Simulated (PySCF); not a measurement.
From one molecule to another.

First species: C8H13F.
SMILES: `FC1CCC2(CC1)CC2`

Second species: C₁₀H₁₂O.
Structure used (GFN2-xTB), in Å, numbered top down from 1:
```xyz
23
C10H12O angstrom
C      1.708   -1.293   -0.188
C      1.547   -0.003    0.616
C      2.745    0.233    1.529
O      1.451    1.129   -0.240
C      0.196    1.454   -0.726
C     -0.818    0.467   -1.194
C     -1.641   -0.483   -1.721
C     -2.808   -0.688   -0.967
C     -3.064   -0.013    0.216
C     -2.179    0.933    0.758
C     -1.076    1.143   -0.014
H      0.836   -1.465   -0.814
H      1.827   -2.137    0.486
H      2.586   -1.218   -0.826
H      0.629   -0.065    1.223
H      2.614    1.159    2.083
H      2.850   -0.590    2.230
H      3.649    0.314    0.932
H      0.289    2.399   -1.257
H     -1.448   -1.040   -2.627
H     -3.534   -1.407   -1.320
H     -3.979   -0.230    0.748
H     -2.384    1.428    1.696
```

Levels: PBE0/pcSseg-1 for HOMO energy, LUMO energy and HOMO–LUMO gap. Geometries: GFN2-xTB. Each species is one conformer at its optimised geometry, gas phase, non-relativistic unless stated. Electronic properties by PySCF.

Dipoles, sizes and rotational constants follow the conformer. The torsions of the flexible species, by atom-mapped SMILES:
- `[CH3:1][CH:2]([CH3:3])[O:4][CH:5]1[c:6]2[cH:7][cH:8][cH:9][cH:10][c:11]21`: C1–C2–O4–C5 86°, C2–O4–C5–C6 -40°

The conformers of `FC1CCC2(CC1)CC2` aren't listed.

Values for the first species:

* HOMO energy: -7.88 eV
* LUMO energy: 1.32 eV
* HOMO–LUMO gap: 9.20 eV

**Question.** Estimate the same properties for the second species, and the change in each.

**Answer.** 
```tsv
property	first	second	second less first
HOMO energy	-7.88 eV	-7.23 eV	+0.65 eV
LUMO energy	1.32 eV	-0.70 eV	-2.02 eV
HOMO–LUMO gap	9.20 eV	6.53 eV	-2.67 eV
```

